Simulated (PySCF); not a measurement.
CrO₃, SMILES [O]=[Cr](=[O])=[O], multiplicity 1. Atoms are numbered in the order given.

```xyz
4

Cr     0.0000     0.0000    -0.1957
O      1.3003    -0.7508     0.1957
O     -1.3003    -0.7508     0.1957
O      0.0000     1.5015     0.1957
```
Charge 0, spin multiplicity 1.

Coordinates come from a PBE0-D3(BJ)/def2-SVP optimisation. The multiplicity is an assumed one; other spin states were not compared. The isomer is the one that the SMILES or the coordinates give; other isomers of the formula were not compared.

Two levels are set side by side: PBE/pcSseg-2 (PySCF) and B3LYP/pcSseg-2 (PySCF). GIAO shifts against H2O (¹⁷O) at the same level; non-relativistic, no solvent, atoms listed together averaged. Differences are taken from unrounded values.

```tsv
quantity	B3LYP	PBE	PBE minus B3LYP
δ(¹⁷O) of O2, O3, O4 (ppm)	1725.6	1420.8	-304.8
```

Rough cost on one machine, each run with all the roots and properties that it gave: B3LYP against PBE within a factor of 2.
